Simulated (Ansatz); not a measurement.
Mulliken charges of `F[CH]1C=[CH][GeH2]1` from r2SCAN/def2-TZVPP in Ansatz (PBE0-D4/def2-TZVP geometry).

```tsv
atom	x (Å)	y (Å)	z (Å)	charge (e)
F1	-1.695	-0.185	1.410	-0.236
C2	-0.371	-0.136	1.015	0.146
C3	-0.004	-1.167	-0.016	-0.075
C4	0.527	-0.545	-1.077	-0.189
Ge5	0.175	1.230	-0.357	0.183
H6	0.244	-0.184	1.918	0.054
H7	-0.133	-2.239	0.130	0.077
H8	0.970	-1.011	-1.949	0.077
H9	-0.986	2.005	-0.996	-0.007
H10	1.357	2.180	-0.076	-0.029
```

**Question.** By hand: the dipole of these point charges (1 e Å = 4.8032 D).

**Answer.** Σ q r = (0.324, 0.102, -0.072) e Å, of length 0.347 e Å = 1.67 D.

**Question.** How does the dipole of the full density compare? (An estimate is asked.)

**Answer.** Computed: (0.321, -0.041, -0.126) e Å, 1.67 D; the point charges give 1.00 times that, at 25° from its direction.

Point charges leave out the atoms' own dipoles, such as those of lone pairs, and Mulliken's split depends on the basis, so the two needn't agree.
